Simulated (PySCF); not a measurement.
## Ionising SrCd

PBE0; PySCF, scalar-relativistic core potentials, basis sets Sr def2-SVP with ECP28, Cd def2-SVP with ECP28. Neutral (UKS): singlet (closed shell), Re = 4.024 Å, ωe = 38.0 cm⁻¹, De = 0.09 eV, HOMO -3.93 eV, LUMO -1.18 eV.

SrCd⁺ (UKS): doublet (σ ↑), Re = 3.555 Å, ωe = 75.6 cm⁻¹, De = 0.44 eV to Sr⁺ + Cd. The energies at the minima are -198.40510 hartree for SrCd and -198.21154 for SrCd⁺.

Q: Work out the adiabatic ionisation energy, without and with harmonic zero-point energies (1 hartree = 27.2114 eV, 1 eV = 8065.5 cm⁻¹), and the change of the bond length.

A: At PBE0: 0.19356 hartree = 5.267 eV between the minima; the zero-point term (75.6 − 38.0)/2 cm⁻¹ = +0.002 eV makes it 5.269 eV. Re changes by -46.9 pm against the neutral. Minus the HOMO energy is 3.93 eV, -1.34 eV from the value between the minima; self-interaction puts the Kohn–Sham level too high, less so with exact exchange. The electron leaves a σ orbital, and the shorter bond of the ion fits an antibonding orbital, or a change in how ionic the bond is.

Closed-shell solutions of metal pairs were not tested for spin polarisation, which can lower them a little. Weak bonds: SrCd, SrCd⁺. Basis-set superposition, not corrected here, can be much of De in a small basis, most of all at correlated wavefunction levels. Spin–orbit coupling is left out. For an ion De counts to the pair picked by the measured ionisation energies or electron affinities, which need not be the lowest pair at this level. States were picked by a PBE0 search and need not be the measured ground states.
